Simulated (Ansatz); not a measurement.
Molecule: Si2H3 (charge 0, doublet). It need not be the lowest isomer of its formula. SMILES: [SiH2]=[SiH]
Geometry: optimised at B3LYP-D3(BJ)/def2-TZVP (Ansatz, a quantum-chemistry and plane-wave program).

Property: vertical ionisation energy (to the singlet state of charge +1; each state is the SCF solution reached for its spin; the UHF <S^2> is 0.94 for the doublet (pure: 0.75); for the singlet the Hartree-Fock reference is unstable and T1 is 0.020; for the doublet T1 is 0.050), in eV. Cores are frozen in the correlated levels unless marked. Open shells are spin-unrestricted. Spin-orbit coupling is left out. No relativistic terms. CBS marks a two-point X^-3 extrapolation of the correlation energy; Hartree-Fock from the larger set. [CCSD(T)-MP2]/basis is that difference in the basis named.

RI-MP2/CBS(aug-cc-pV(T+d)Z,aug-cc-pV(Q+d)Z)+[CCSD(T)-MP2]/aug-cc-pV(T+d)Z (Ansatz) gives 8.37 eV.

**Question.** Another calculation gave 8.31 eV. Which level was it?
A) r2SCAN/def2-TZVPD (Ansatz)
B) PBE/def2-TZVPD (Ansatz)
C) B3LYP/def2-TZVPD (Ansatz)
D) wB97X-V/def2-TZVPD (Ansatz)

**Answer.** D, wB97X-V/def2-TZVPD (Ansatz). The others give 8.57 (PBE), 8.73 (r2SCAN), 8.45 (B3LYP) eV.
